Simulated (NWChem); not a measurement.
The numbers come from NWChem runs, not from measurements. System: H$_{5}$GaO$_{2}$Si, charge 0, spin multiplicity 1, at a geometry optimised with PBE0/def2-SVP. The structure started from a generated list of species. Level: PBE/def2-TZVP.

NWChem printed:

```
             Northwest Computational Chemistry Package (NWChem) 7.3.0
             --------------------------------------------------------

                                NWChem Input Module
                                -------------------

 Scaling coordinates for geometry "geometry" by  1.889725989
 (inverse scale =  0.529177249)

                             Geometry "geometry" -> ""
                             -------------------------

 Output coordinates in angstroms (scale by  1.889725989 to convert to a.u.)

  No.       Tag          Charge          X              Y              Z
 ---- ---------------- ---------- -------------- -------------- --------------
    1 Ga                  31.0000    -0.28784600     0.07371100    -0.19992700
    2 O                    8.0000    -1.62877800    -1.09915000    -0.36033800
    3 H                    1.0000    -2.36839100    -0.84299700    -0.91939600
    4 O                    8.0000    -0.41025100     1.62192900    -1.08775400
    5 H                    1.0000    -1.20166800     1.76003200    -1.61693500
    6 Si                  14.0000     1.62115100    -0.41560300     1.14557000
    7 H                    1.0000     2.11082400     0.82366600     1.81960900
    8 H                    1.0000     2.71536200    -0.95309600     0.28016500
    9 H                    1.0000     1.28320000    -1.43642100     2.18106600

 Effective nuclear repulsion energy (a.u.)     352.5767130661

            Nuclear Dipole moment (a.u.)
            ----------------------------
        X                 Y               Z
 ---------------- ---------------- ----------------
    -0.0000321253     0.0000283459     0.0000302356


 Summary of "ao basis" -> "" (spherical)
 ------------------------------------------------------------------------------
       Tag                 Description            Shells   Functions and Types
 ---------------- ------------------------------  ------  ---------------------
 *                         def2-tzvp                  on all atoms

  pbe96 is a nonlocal functional; adding pw91lda local functional.

                                 NWChem DFT Module
                                 -----------------

 Summary of "ao basis" -> "ao basis" (spherical)
 ------------------------------------------------------------------------------
       Tag                 Description            Shells   Functions and Types
 ---------------- ------------------------------  ------  ---------------------
 Ga                        def2-tzvp                16       48   6s5p4d1f
 O                         def2-tzvp                11       31   5s3p2d1f
 H                         def2-tzvp                 4        6   3s1p
 Si                        def2-tzvp                13       37   5s5p2d1f

 Summary of "ao basis" -> "ao basis" (spherical)
 ------------------------------------------------------------------------------
       Tag                 Description            Shells   Functions and Types
 ---------------- ------------------------------  ------  ---------------------
 Ga                        def2-tzvp                16       48   6s5p4d1f
 O                         def2-tzvp                11       31   5s3p2d1f
 H                         def2-tzvp                 4        6   3s1p
 Si                        def2-tzvp                13       37   5s5p2d1f

            General Information
            -------------------
          SCF calculation type: DFT
          Wavefunction type:  closed shell.
          No. of atoms     :     9
          No. of electrons :    66
           Alpha electrons :    33
            Beta electrons :    33
          Charge           :     0
          Spin multiplicity:     1
          Use of symmetry is: off; symmetry adaption is: off
          Maximum number of iterations: 100
          AO basis - number of functions:   177
                     number of shells:    71
          Convergence on energy requested:  1.00D-06
          Convergence on density requested:  1.00D-05
          Convergence on gradient requested:  5.00D-04

              XC Information
              --------------
          PerdewBurkeErnzerhof Exchange Functional  1.000
[...]
      -------------------------------
          Density screening/tol_rho:  1.00D-10
          AO Gaussian exp screening on grid/accAOfunc:  14
          CD Gaussian exp screening on grid/accCDfunc:  20
          XC Gaussian exp screening on grid/accXCfunc:  20
          Schwarz screening/accCoul:  1.00D-08

      Superposition of Atomic Density Guess
      -------------------------------------

 Sum of atomic energies:       -2364.12775528

      Non-variational initial energy
      ------------------------------

 Total energy =   -2364.971730
 1-e energy   =   -3997.015301
 2-e energy   =    1279.466857
 HOMO         =      -0.350623
 LUMO         =      -0.019812

------------------------------------------------------------
EAF file 0: "./mol.aoints.0" size=524288 bytes
------------------------------------------------------------
               write      read    awrite     aread      wait
               -----      ----    ------     -----      ----
     calls:        1         0         0         0         0
   data(b): 5.24e+05  0.00e+00  0.00e+00  0.00e+00
   time(s): 0.00e+00  0.00e+00  0.00e+00  0.00e+00  0.00e+00
rate(mb/s): 0.00e+00  0.00e+00
------------------------------------------------------------

   convergence    iter        energy       DeltaE   RMS-Dens  Diis-err    time
 ---------------- ----- ----------------- --------- --------- ---------  ------
 d= 0,ls=0.0,diis     1  -2367.1520253262 -2.72D+03  1.58D-02  2.20D+00    25.3
 d= 0,ls=0.0,diis     2  -2366.3967824293  7.55D-01  8.19D-03  8.51D+00    32.7
 d= 0,ls=0.0,diis     3  -2367.3070280571 -9.10D-01  1.37D-03  3.43D-01    39.8
 d= 0,ls=0.0,diis     4  -2367.3313363339 -2.43D-02  6.97D-04  9.23D-02    46.7
 d= 0,ls=0.0,diis     5  -2367.3352060660 -3.87D-03  2.03D-04  4.77D-03    53.8
  Resetting Diis
 d= 0,ls=0.0,diis     6  -2367.3354462331 -2.40D-04  9.27D-05  6.81D-04    61.2
 d= 0,ls=0.0,diis     7  -2367.3354834495 -3.72D-05  1.47D-04  3.14D-04    68.7
 d= 0,ls=0.0,diis     8  -2367.3352681515  2.15D-04  1.10D-04  2.58D-03    76.1
 d= 0,ls=0.0,diis     9  -2367.3355129492 -2.45D-04  6.19D-06  3.80D-06    83.2
 d= 0,ls=0.0,diis    10  -2367.3355131937 -2.44D-07  1.97D-06  9.30D-07    89.7

         Total DFT energy =    -2367.335513193695
      One electron energy =    -3999.363658125819
           Coulomb energy =     1393.884285646237
    Exchange-Corr. energy =     -114.432853780166
 Nuclear repulsion energy =      352.576713066054

 Numeric. integr. density =       66.000014511170

     Total iterative time =     85.3s

                       DFT Final Molecular Orbital Analysis
                       ------------------------------------

 Vector   31  Occ=2.000000D+00  E=-2.695116D-01
              MO Center=  6.7D-01, -1.8D-01,  4.7D-01, r^2= 3.5D+00
   Bfn.  Coefficient  Atom+Function         Bfn.  Coefficient  Atom+Function
  ----- ------------  ---------------      ----- ------------  ---------------
   137     -0.261672  6 Si px                 5      0.250152  1 Ga s
    16      0.232725  1 Ga px               139     -0.178922  6 Si pz
    18      0.164798  1 Ga pz               127      0.125181  6 Si s
    92      0.120747  4 O  py               140     -0.113618  6 Si px
    10     -0.106078  1 Ga px                54     -0.102423  2 O  px

 Vector   32  Occ=2.000000D+00  E=-2.649570D-01
              MO Center= -9.9D-01,  2.6D-01, -7.1D-01, r^2= 3.3D+00
   Bfn.  Coefficient  Atom+Function         Bfn.  Coefficient  Atom+Function
  ----- ------------  ---------------      ----- ------------  ---------------
    55      0.301225  2 O  py                92      0.280068  4 O  py
    58      0.240532  2 O  py                95      0.225400  4 O  py
    61      0.184745  2 O  py                98      0.177937  4 O  py
    91      0.170383  4 O  px                94      0.133142  4 O  px
    17     -0.121195  1 Ga py                56     -0.103078  2 O  pz

 Vector   33  Occ=2.000000D+00  E=-2.556454D-01
              MO Center= -1.0D+00,  2.7D-01, -7.3D-01, r^2= 3.0D+00
   Bfn.  Coefficient  Atom+Function         Bfn.  Coefficient  Atom+Function
  ----- ------------  ---------------      ----- ------------  ---------------
    56      0.262926  2 O  pz                93     -0.262905  4 O  pz
    59      0.214642  2 O  pz                96     -0.214641  4 O  pz
    62      0.179539  2 O  pz                99     -0.179606  4 O  pz
    54     -0.151117  2 O  px                91      0.150427  4 O  px
    92     -0.141305  4 O  py                55      0.134649  2 O  py

 Vector   34  Occ=0.000000D+00  E=-6.458829D-02
              MO Center=  2.3D-01, -5.5D-02,  2.4D-01, r^2= 4.2D+00
   Bfn.  Coefficient  Atom+Function         Bfn.  Coefficient  Atom+Function
  ----- ------------  ---------------      ----- ------------  ---------------
    21      0.383962  1 Ga pz               168      0.374300  8 H  s
    18      0.320207  1 Ga pz               142      0.275389  6 Si pz
   162     -0.230765  7 H  s                 19     -0.206627  1 Ga px
    20      0.195300  1 Ga py                16     -0.188511  1 Ga px
    17      0.170145  1 Ga py               174     -0.155402  9 H  s

 Vector   35  Occ=0.000000D+00  E=-4.680820D-02
              MO Center= -2.9D-01,  6.7D-02, -2.3D-01, r^2= 6.7D+00
   Bfn.  Coefficient  Atom+Function         Bfn.  Coefficient  Atom+Function
  ----- ------------  ---------------      ----- ------------  ---------------
     6      0.982169  1 Ga s                127     -0.580760  6 Si s
    53     -0.466081  2 O  s                 90     -0.463010  4 O  s
    82      0.395804  3 H  s                119      0.393043  5 H  s
     5      0.316612  1 Ga s                140      0.287912  6 Si px
   126     -0.278066  6 Si s                142      0.220005  6 Si pz

 Vector   36  Occ=0.000000D+00  E=-2.085130D-02
              MO Center=  8.8D-01, -2.1D-01,  4.2D-01, r^2= 5.3D+00
   Bfn.  Coefficient  Atom+Function         Bfn.  Coefficient  Atom+Function
  ----- ------------  ---------------      ----- ------------  ---------------
   141      0.699889  6 Si py               174      0.687856  9 H  s
   162     -0.601991  7 H  s                 90     -0.349361  4 O  s
    53      0.315196  2 O  s                140      0.304585  6 Si px
    20      0.277324  1 Ga py               119      0.238403  5 H  s
   138      0.212937  6 Si py                82     -0.211478  3 H  s

 center of mass
 --------------
 x =  -0.06405842 y =   0.01638406 z =  -0.04422692

 moments of inertia (a.u.)
 ------------------
         522.127151930459          18.260435618483        -299.804408562855
          18.260435618483         774.900920736577         143.541386033593
        -299.804408562855         143.541386033593         782.109913783045

     Multipole analysis of the density
     ---------------------------------

     L   x y z        total         alpha         beta         nuclear
     -   - - -        -----         -----         ----         -------
     0   0 0 0     -0.000000    -33.000000    -33.000000     66.000000

     1   1 0 0     -0.351427     -0.175698     -0.175698     -0.000032
     1   0 1 0      0.090491      0.045231      0.045231      0.000028
     1   0 0 1     -0.239922     -0.119976     -0.119976      0.000030

     2   2 0 0    -28.897745   -161.685255   -161.685255    294.472766
     2   1 1 0     -2.949664      5.492950      5.492950    -13.935564
     2   1 0 1      2.901517    -83.487290    -83.487290    169.876098
     2   0 2 0    -35.726294    -90.633134    -90.633134    145.539974
     2   0 1 1      0.658076     39.681881     39.681881    -78.705687
     2   0 0 2    -29.894830    -89.444151    -89.444151    148.993472

 Task  times  cpu:       89.8s     wall:       89.8s

 Total times  cpu:       89.9s     wall:       89.9s
```

Write an NWChem input that would produce this output.

This is not unique; one that fits is 
```
start mol
memory heap 200 mb stack 800 mb global 1000 mb
geometry units angstroms nocenter noautoz noautosym
  Ga    -0.287846     0.073711    -0.199927
  O     -1.628778    -1.099150    -0.360338
  H     -2.368391    -0.842997    -0.919396
  O     -0.410251     1.621929    -1.087754
  H     -1.201668     1.760032    -1.616935
  Si     1.621151    -0.415603     1.145570
  H      2.110824     0.823666     1.819609
  H      2.715362    -0.953096     0.280165
  H      1.283200    -1.436421     2.181066
end
basis spherical
  * library def2-tzvp
end
dft
  xc xpbe96 cpbe96
  semidirect memsize 60000000 filesize 0
  iterations 100
end
task dft energy
```
